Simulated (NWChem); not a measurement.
System meant: SnN2H5OF; SMILES [NH2][Sn]([NH2])([OH])[F]

The following NWChem deck was run.

```
start job
memory heap 200 mb stack 900 mb global 1100 mb
geometry units angstroms noautoz
  N     -0.566218     1.536244    -1.132269
  Sn     0.028615    -0.003018     0.028876
  N      0.405775    -1.758121    -0.885736
  O     -1.308172    -0.423091     1.408318
  F      1.609735     0.693543     0.922102
  H      0.110955     2.297423    -1.118247
  H     -0.719372     1.261179    -2.100825
  H      1.393594    -1.879720    -1.103316
  H      0.114741    -2.541965    -0.302423
  H     -1.843020     0.348903     1.628672
end
basis spherical
  N library def2-svp
  Sn library def2-svp
  O library def2-svp
  F library def2-svp
  H library def2-svp
end
ecp
  Sn library def2-ecp
end
dft
  xc xpbe96 cpbe96
  iterations 4
  mulliken
end
task dft energy
```

End of the output:

```
    Atom       Charge   Shell Charges
 -----------   ------   -------------------------------------------------------
    1 N    7     7.25   1.97  0.75  0.48  2.19  1.84  0.02
    2 Sn  22    21.32   1.17  0.76  0.69  0.31  3.01  2.84  1.21  0.65  9.48  1.19
    3 N    7     7.24   1.97  0.75  0.48  2.19  1.84  0.02
    4 O    8     8.26   1.97  0.91  0.64  2.66  2.07  0.01
    5 F    9     9.30   1.98  1.04  0.81  3.19  2.28  0.00
    6 H    1     0.93   0.59  0.21  0.13
    7 H    1     0.93   0.59  0.21  0.13
    8 H    1     0.93   0.59  0.21  0.13
    9 H    1     0.92   0.59  0.21  0.13
   10 H    1     0.92   0.56  0.18  0.19

 center of mass
 --------------
 x =   0.01277165 y =   0.01162771 z =   0.04395740

 moments of inertia (a.u.)
 ------------------
         684.897654631381          -0.000000000000           0.000000000000
          -0.000000000000         620.605479082055           0.000000000000
           0.000000000000           0.000000000000         695.288160980341

     Multipole analysis of the density
     ---------------------------------

     L   x y z        total         alpha         beta         nuclear
     -   - - -        -----         -----         ----         -------
     0   0 0 0     -0.000000    -29.000000    -29.000000     58.000000

     1   1 0 0      0.109107     -0.051870     -0.051870      0.212848
     1   0 1 0      0.074693     -0.245534     -0.245534      0.565761
     1   0 0 1     -0.773694     -0.889503     -0.889503      1.005311

     2   2 0 0    -33.841357   -103.212812   -103.212812    172.584267
     2   1 1 0     -2.762082      4.062165      4.062165    -10.886413
     2   1 0 1     -2.640905      2.746057      2.746057     -8.133019
     2   0 2 0    -33.427616   -124.480574   -124.480574    215.533532
     2   0 1 1     -1.998600      2.755277      2.755277     -7.509154
     2   0 0 2    -36.940131   -100.383149   -100.383149    163.826167

 ------------------------------------------------------------------------
 dft energy failed                                                                                  0
 ------------------------------------------------------------------------
 ------------------------------------------------------------------------
  current input line :
    30: task dft energy
 ------------------------------------------------------------------------
 ------------------------------------------------------------------------
 This type of error is most commonly associated with calculations not reaching convergence criteria
 ------------------------------------------------------------------------
 For more information see the NWChem manual at https://nwchemgit.github.io

0:dft energy failed:Received an Error in Communication
```

Question: Can this run be used? If not, why, and what is the fix?

Answer: The run did not converge; its last values are not results. Cause: the SCF was allowed too few iterations. This input runs:
```
start job
memory heap 200 mb stack 900 mb global 1100 mb
geometry units angstroms noautoz
  N     -0.566218     1.536244    -1.132269
  Sn     0.028615    -0.003018     0.028876
  N      0.405775    -1.758121    -0.885736
  O     -1.308172    -0.423091     1.408318
  F      1.609735     0.693543     0.922102
  H      0.110955     2.297423    -1.118247
  H     -0.719372     1.261179    -2.100825
  H      1.393594    -1.879720    -1.103316
  H      0.114741    -2.541965    -0.302423
  H     -1.843020     0.348903     1.628672
end
basis spherical
  * library def2-svp
end
ecp
  Sn library def2-ecp
end
dft
  xc xpbe96 cpbe96
  iterations 150
  mulliken
end
task dft energy
```
It converges to -501.38872 Ha (PBE/def2-SVP with def2 effective core potentials on Sn).
